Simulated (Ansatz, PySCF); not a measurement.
Gas-phase reaction (SMILES): C[SiH](C)C + Cl (HCl) → C[Si](C)(C)Cl + [H][H] (H2); hydrogen chloride cleaves one Si-H bond, a model of a ligand-exchange step.

Each molecule is optimised on its own at B3LYP-D3(BJ)/def2-TZVP (Ansatz, an electronic-structure program). Cores are frozen in the correlated levels unless marked. No spin-orbit coupling. No relativistic terms. Basis-set limits of correlation are two-point, X^-3; Hartree-Fock from the larger set. Thermal terms are rigid-rotor harmonic-oscillator values from B3LYP-D3(BJ) frequencies (Ansatz or PySCF) at 298.15 K and 1 atm. 1 Eh = 627.5095 kcal/mol.

```tsv
species	E, CCSD(T)/CBS(cc-pV(T+d)Z,cc-pV(Q+d)Z) (Ansatz) (Eh)	E, PBE0-D4/def2-TZVPD (Ansatz + dftd4) (Eh)	H - E (Eh)
C[SiH](C)C	-409.27984	-409.64695	0.12691
Cl (HCl)	-460.37849	-460.66608	0.01000
C[Si](C)(C)Cl	-868.52181	-869.18156	0.12176
[H][H] (H2)	-1.17450	-1.16831	0.01336
```

Problem. Work out ΔE and ΔH at 298.15 K at the first level, then ΔH at the second.

Solution. 
1. ΔE = [(-868.52181) + (-1.17450)] - [(-409.27984) + (-460.37849)] = -0.03798 Eh = -23.8 kcal/mol at CCSD(T)/CBS(cc-pV(T+d)Z,cc-pV(Q+d)Z).
2. The terms H - E add up to -0.00179 Eh, so ΔH = (-0.03798 + (-0.00179))×627.5095 = -25.0 kcal/mol.
3. At PBE0-D4/def2-TZVPD the same steps give ΔE = -23.1 and ΔH = -24.2 kcal/mol, a shift of +0.8 from the first level.
4. These values are not checked against measurement here, since the tables used lack a sound gas-phase enthalpy of formation for at least one species.
